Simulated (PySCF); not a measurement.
Ta: excitation energy

Ta [Xe] 4f14 5d3 6s2 (4F) → Ta [Xe] 4f14 5d5 (6S), as a difference of total energies. All numbers are calculated (PySCF 2.14, a scalar-relativistic core potential, in aug-cc-pwCVDZ-PP with ECP60MDF). Correlated levels: valence: 5s2 5p6 frozen; valence and next inner shell: nothing frozen outside the core potential. The calculations carry no spin-orbit coupling.

```json
{"method": "UHF", "excitation energy (cm⁻¹)": "24131"}
{"method": "LDA", "excitation energy (cm⁻¹)": "22805"}
{"method": "PBE", "excitation energy (cm⁻¹)": "21753"}
{"method": "PBE0", "excitation energy (cm⁻¹)": "22184"}
{"method": "r2SCAN", "excitation energy (cm⁻¹)": "23131"}
{"method": "wB97X-V", "excitation energy (cm⁻¹)": "27639"}
{"method": "CAM-B3LYP", "excitation energy (cm⁻¹)": "27771"}
{"method": "PW91", "excitation energy (cm⁻¹)": "21750"}
{"method": "r2SCANh", "excitation energy (cm⁻¹)": "23296"}
{"method": "MP2 (valence)", "excitation energy (cm⁻¹)": "26414"}
{"method": "SCS-MP2 (valence)", "excitation energy (cm⁻¹)": "32698"}
{"method": "MP2 (valence and next inner shell)", "excitation energy (cm⁻¹)": "27649"}
{"method": "SCS-MP2 (valence and next inner shell)", "excitation energy (cm⁻¹)": "32853"}
```
